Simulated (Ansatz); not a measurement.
Computed with Ansatz on PBE0-D4/def2-TZVP structures; ΔE is electronic, products minus reactants. CCSD(T)/CBS is the MP2 limit (def2-TZVPP, def2-QZVPP) plus CCSD(T) − MP2 in def2-TZVPP, frozen cores. This one scheme is used for every species. Functionals use def2-TZVPP. B3LYP here is the variant with VWN-RPA as its local correlation; programs differ in this. One conformer a species, not always the lowest.

Consider the redistribution: `O[SiH2]O[SiH](O)O` + `F[SiH](F)[SiH3]` → `O[SiH](O)[SiH3]` + `O[SiH2]O[SiH](F)F`.

| level | ΔE (kJ/mol) |
| --- | --- |
| PBE | -1.4 |
| B3LYP | -2.5 |
| SCS-MP2/def2-TZVPP | -3.3 |
| SCS-MP2/def2-QZVPP | -3.0 |

Task: What does CCSD(T)/CBS give? (Estimate.)

Result: The calculation gave: -0.7 kJ/mol. The listed levels differ from it by -0.7, -1.8, -2.6, -2.3 kJ/mol.

Largest T1 diagnostic among the species: 0.013.
